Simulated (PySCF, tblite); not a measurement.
Species: C5H6OSi.
Geometry (GFN2-xTB, Å), atoms numbered from 1 in this order:
```xyz
13
C5H6OSi angstrom
C      2.2424   -1.5092    0.8755
C      1.5519   -0.6643    0.3817
C      0.6621    0.3228   -0.1713
C     -0.4487   -0.2450   -1.0932
Si    -1.8616    0.5838   -0.0934
C     -0.2400    0.9852    0.8873
O      0.0746    1.5012    1.9222
H      2.8689   -2.2378    1.2951
H      1.2499    1.1033   -0.6647
H     -0.3234    0.0510   -2.1328
H     -0.4581   -1.3338   -1.0725
H     -2.8206   -0.2944    0.5668
H     -2.5018    1.7377   -0.7185
```

The calculation used B3LYP/def2-SVPD in PySCF (dipole) on a GFN2-xTB geometry, gas phase.

Take the most abundant isotopes and a rigid rotor. 

(1) Give the principal moments of inertia and the rotational constants in GHz.

(2) What kind of rotor is it?

(3) What does the inertial defect say?

(4) Give the other two planar moments, Paa and Pbb, and the rms extents of the mass along the axes.

(5) Which types of transition are allowed, and where do some lines up to J = 5 fall?

## Answers

(1) Ia = 138.12, Ib = 290.11, Ic = 385.58 u·Å²; 505379 MHz·u·Å²/I gives 3659, 1742 and 1311 MHz, that is A = 3.6590, B = 1.7420, C = 1.3107 GHz.

(2) An asymmetric top: κ = (2 × 1742 − 3659 − 1311)/(3659 − 1311) = -0.63.

(3) Not planar: Δ = Ic − Ia − Ib = -42.65 u·Å². For a rigid frame Δ = −2 Σ m c², so Σ m c² = 21.33 u·Å² lies off the ab plane: 8.88 from hydrogen and 12.44 from heavier atoms. The atom farthest from that plane is 1.74 Å away.

(4) Paa = Σ m a² = (Ib + Ic − Ia)/2 = 268.78 and Pbb = Σ m b² = (Ia + Ic − Ib)/2 = 116.80 u·Å². With the mass M = 110.02 u, the rms extents √(P/M) along a, b and c are 1.56, 1.03, 0.44 Å.

(5) The dipole components are |μa| = 1.06 D, |μb| = 2.79 D, |μc| = 0.27 D. Intensities carry the squares of the components, which stand as 0.14 : 1.00 : 0.01 (a : b : c). Some lines, for components of 0.1 D or more:

```csv
type,branch,"J(Ka,Kc)",MHz,lower level (cm⁻¹)
a,Q,"3(2,1) ← 3(2,2)",315,0.896
b,R,"5(2,3) ← 4(3,2)",6149,1.664
c,R,"2(1,1) ← 1(0,1)",8885,0.102
a,R,"3(2,1) ← 2(2,0)",9409,0.592
b,Q,"3(3,1) ← 3(2,2)",10701,0.896
a,R,"4(0,4) ← 3(0,3)",11634,0.600
a,R,"4(3,2) ← 3(3,1)",12324,1.252
c,Q,"5(4,2) ← 5(3,2)",14639,2.184
b,R,"5(1,5) ← 4(0,4)",14675,0.989
c,Q,"4(4,1) ← 4(3,1)",14785,1.665
b,Q,"4(4,0) ← 4(3,1)",14785,1.665
c,R,"3(2,1) ← 2(1,1)",15224,0.398
c,R,"3(3,0) ← 2(2,0)",19800,0.592
c,R,"5(3,3) ← 4(2,3)",26295,1.301
c,R,"4(4,0) ← 3(3,0)",27146,1.253
c,R,"5(4,1) ← 4(3,1)",30197,1.665
```

Its GFN2-xTB frequencies are all real (lowest 28 cm⁻¹). No vibrational averaging or centrifugal distortion is included, and the geometry carries the error of its method.
